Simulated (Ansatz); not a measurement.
Relaxation of H$_{6}$O$_{4}$Si (11 atoms, charge 0, multiplicity 1), to a largest force component of 0.03 eV/Å in at most 50 steps.

Computed with Ansatz 0.2.0, RKS PBE0/def2-SVP.

```xyz
11
Properties=species:S:1:pos:R:3
Si -0.359 -0.281 0.064
H 2.048 0.914 -0.413
O 0.679 -0.660 1.280
O -1.729 -1.161 0.324
O 0.113 -0.638 -1.472
H 1.647 1.477 -0.285
O -0.586 1.417 0.146
H 1.378 -0.020 1.440
H -1.977 -1.268 1.247
H -0.096 -1.536 -1.750
H -1.116 1.755 -0.582
```

Task: Where does it end, and by what steps?

Result: It converged. The force dipped under the threshold on the way, but the program's further checks kept it going. After 16 steps the energy has fallen by 0.287 eV; H2 moved furthest, 1.44 Å.

```tsv
step	energy less start (eV)	largest force component (eV/Å)	accepted
0	0.0000	1.977	yes
1	-0.1674	1.027	yes
2	-0.2204	0.430	yes
3	-0.2421	0.221	yes
4	-0.2535	0.095	yes
5	-0.2620	0.062	yes
6	-0.2475	1.096	no
7	-0.2666	0.030	yes
8	-0.2684	0.290	yes
9	-0.2733	0.169	yes
10	-0.2781	0.112	yes
11	-0.2797	0.251	yes
12	-0.2824	0.178	yes
13	-0.2853	0.069	yes
14	-0.2864	0.029	yes
15	-0.2866	0.019	yes
16	-0.2868	0.016	yes
```

```xyz
11
Properties=species:S:1:pos:R:3
Si -0.500 -0.432 -0.067
H 2.604 1.951 0.410
O 0.741 -0.798 0.951
O -1.864 -1.044 0.624
O -0.416 -1.070 -1.584
H 1.861 1.919 0.237
O -0.464 1.208 -0.267
H 1.526 -0.251 0.855
H -1.871 -1.040 1.586
H -0.742 -1.971 -1.670
H -0.876 1.528 -1.075
```

The run took 45 s on 2 threads of Intel(R) Xeon(R) CPU @ 2.80GHz (Skylake/Cascade Lake), with other jobs on the host, peak memory 0.24 GiB.
